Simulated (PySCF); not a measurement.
**`Nc1ccc(C=O)cc1`, C7H7NO**

Molfile (atoms numbered from 1):
```
C7H7NO
     RDKit          3D

 16 16  0  0  0  0  0  0  0  0999 V2000
    2.8196   -0.3160   -0.0342 N   0  0  0  0  0  0  0  0  0  0  0  0
    1.4651   -0.1453   -0.0547 C   0  0  0  0  0  0  0  0  0  0  0  0
    0.6086   -1.2003   -0.4300 C   0  0  0  0  0  0  0  0  0  0  0  0
   -0.7652   -1.0244   -0.4124 C   0  0  0  0  0  0  0  0  0  0  0  0
   -1.3341    0.1952   -0.0248 C   0  0  0  0  0  0  0  0  0  0  0  0
   -2.7900    0.3765   -0.0102 C   0  0  0  0  0  0  0  0  0  0  0  0
   -3.3620    1.3929    0.3076 O   0  0  0  0  0  0  0  0  0  0  0  0
   -0.4822    1.2464    0.3494 C   0  0  0  0  0  0  0  0  0  0  0  0
    0.8894    1.0844    0.3368 C   0  0  0  0  0  0  0  0  0  0  0  0
    3.4144    0.4965    0.0363 H   0  0  0  0  0  0  0  0  0  0  0  0
    3.2185   -1.1153   -0.5040 H   0  0  0  0  0  0  0  0  0  0  0  0
    1.0382   -2.1587   -0.7328 H   0  0  0  0  0  0  0  0  0  0  0  0
   -1.4194   -1.8506   -0.7073 H   0  0  0  0  0  0  0  0  0  0  0  0
   -3.3685   -0.5313   -0.3281 H   0  0  0  0  0  0  0  0  0  0  0  0
   -0.9362    2.1942    0.6487 H   0  0  0  0  0  0  0  0  0  0  0  0
    1.5435    1.9092    0.6324 H   0  0  0  0  0  0  0  0  0  0  0  0
  1  2  1  0
  2  3  1  0
  3  4  2  0
  4  5  1  0
  5  6  1  0
  6  7  2  0
  5  8  2  0
  8  9  1  0
  9  2  2  0
  1 10  1  0
  1 11  1  0
  3 12  1  0
  4 13  1  0
  6 14  1  0
  8 15  1  0
  9 16  1  0
M  END
```

Method: TDDFT CAM-B3LYP/aug-cc-pVDZ excited states, vertical, gas phase (PySCF 2.14.0). Geometry: PBE0-D3(BJ)/def2-SVP.

Task: Give the one- and two-photon strengths of the lowest singlets.

Result: δ for parallel linear polarisation; σ at the peak of a Lorentzian of half width 0.1 eV, single beam; Ω is circular over linear.
```
state  E (eV)      f  photon λ (nm)  δ (au)  σ (GM)     Ω                                main
   S1    4.01  0.000            618    0.15    0.00  1.48                    HOMO−1→LUMO 0.86
   S2    4.66  0.299            532     564    4.49  0.69    HOMO→LUMO 0.72, HOMO→LUMO+3 0.16
   S3    4.82  0.153            515     197    1.67  0.79    HOMO→LUMO+3 0.49, HOMO→LUMO 0.22
   S4    5.07  0.007            489    95.2    0.90  1.24                    HOMO→LUMO+1 0.91
   S5    5.77  0.008            430    9.35    0.11  1.42                    HOMO→LUMO+2 0.81
   S6    5.89  0.169            421     5.9    0.07  0.64  HOMO−2→LUMO 0.67, HOMO→LUMO+3 0.27
```

Among these, the strongest one-photon state is S2, the strongest two-photon state S2, with a dipole change of 2.6 D (relaxed, norm of the difference vector).
